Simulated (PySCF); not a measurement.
**Deuteron quadrupole couplings in `C#C[C@@H]1C=CCC[C@H]1F`**

Compound: C8H9F.
Geometry (GFN2-xTB, Å), atoms numbered from 1 in this order:
```
atom  x, y, z in Å
C1     3.340   -0.353   -0.391
C2     2.183   -0.110   -0.579
C3     0.767    0.172   -0.749
C4     0.379    1.335    0.127
C5    -0.688    1.350    0.907
C6    -1.666    0.218    0.990
C7    -1.536   -0.700   -0.221
C8    -0.073   -1.070   -0.422
F9     0.031   -1.977   -1.463
H10    4.357   -0.563   -0.249
H11    0.594    0.434   -1.802
H12    1.056    2.176    0.092
H13   -0.894    2.208    1.530
H14   -2.683    0.612    1.052
H15   -1.482   -0.346    1.910
H16   -2.125   -1.609   -0.089
H17   -1.896   -0.189   -1.118
H18    0.326   -1.581    0.464
```

Level: PBE0/pcSseg-1 (PySCF, non-relativistic); Q(2H) = 0.00286 b; rigid geometry, the same for H and D, with no vibrational averaging.

Problem. Rank these positions by the coupling χzz of a deuteron there, largest first.
A. H18 (methine hydrogen)
B. H13 (vinylic hydrogen)
C. H16 (methylene hydrogen)
D. H15 (methylene hydrogen)
E. H11 (methine hydrogen)
F. H10 (alkyne hydrogen)

Solution. F (267 kHz), B (220 kHz), C (204 kHz), D (200 kHz), E (192 kHz), A (187 kHz).

Problem. Tabulate Vzz, the asymmetry η and χzz = 234.96 MHz × Q × Vzz for every hydrogen position.

Solution. 
| atom | bonded to | bond length (Å) | Vzz (au) | η | χzz (kHz) |
| --- | --- | --- | --- | --- | --- |
| H10 | C1 | 1.049 | 0.3976 | 0.00 | 267 |
| H11 | C3 | 1.099 | 0.2862 | 0.02 | 192 |
| H12 | C4 | 1.081 | 0.3248 | 0.07 | 218 |
| H13 | C5 | 1.081 | 0.3273 | 0.06 | 220 |
| H14 | C6 | 1.092 | 0.3032 | 0.03 | 204 |
| H15 | C6 | 1.095 | 0.2979 | 0.02 | 200 |
| H16 | C7 | 1.091 | 0.3040 | 0.01 | 204 |
| H17 | C7 | 1.092 | 0.3009 | 0.02 | 202 |
| H18 | C8 | 1.098 | 0.2789 | 0.06 | 187 |

Problem. How does χzz go with the bond length over the 9 C–H bonds?

Solution. A straight-line fit has a slope of -15.1 kHz for each 0.01 Å, with a correlation coefficient of -0.99, over lengths from 1.049 to 1.099 Å. The longer bonds have the smaller couplings here.

Problem. A static deuteron (I = 1) shows a doublet split by (3/2)χ, (3/4)χ(1 + η) and (3/4)χ(1 − η) with the field along z, y and x of the gradient. What are these for H18?

Solution. With |χ| = 187.4 kHz and η = 0.055: 281, 148 and 133 kHz, to first order and without motion.

One conformer (not necessarily the lowest) at the GFN2-xTB geometry, without solvent, vibrations or thermal averaging. GFN2-xTB bond lengths can be off by several hundredths of an ångström, more for odd bonds, and the gradients follow them. A larger basis could move these couplings by a tenth or more.
